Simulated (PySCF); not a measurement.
H8O2Si3, SMILES O[SiH2][SiH2]O[SiH3], singlet at its GFN2-xTB optimised geometry (Å):

```
13

O      4.1158     1.3735    -1.4305
Si     2.4937     1.4795    -1.5836
Si     1.8075    -0.0231     0.0000
O      0.1786    -0.0231     0.0000
Si    -1.3661     0.4384     0.0000
H      4.7119     1.8882    -1.9679
H      2.0957     2.8899    -1.4058
H      2.1357     1.1968    -2.9872
H      2.1899     0.2819     1.3879
H      2.1322    -1.4364    -0.2410
H     -1.6596     1.0061     1.3149
H     -2.1322    -0.7771    -0.2617
H     -1.5331     1.4364    -1.0577
```

Calculation: PySCF with PBE0/def2-TZVP. Cells within 0.4 Å of a nucleus heavier than hydrogen are left out (blank, or x).

Map of the electron localisation function on the plane z = 0.0 Å:

```
|00000000000000000000000000000|
|00000000000000000000000000000|
|00000000000000000001221000000|
|00000000000000000013553000000|
|00000000000000000024553000000|
|00000000000000000012432000000|
|00000000011000000001111000011|
|00000001122100000000110000122|
|00000001344310000001121000233|
|00000012455310000013453100244|
|00000012432211231014676200134|
|00000011001014665223676400013|
|000000110xx517887510025410001|
|000012420xx538xx870xx01310000|
|00014799215068xx771xx50100000|
|00158999961168xx860xx11200000|
|00289999996147887410037620000|
|00289999997115764138999962000|
|00079999996002431069999995000|
|00049999994000100189999997100|
|00005999982000000189999997100|
|00000267740000000189999994000|
|00000000000000000179999950000|
|00000000000000000025776300000|
|00000000000000000000000000000|
|00000000000000000000000000000|
|00000000000000000000000000000|
|00000000000000000000000000000|
|00000000000000000000000000000|
```
Scale: ten equal steps from 0.000 (start of '0') to 1.000 (end of '9'), in the order '0123456789'; x runs from -4.50 to 4.50, y from -4.50 (bottom) to 4.50 (top).
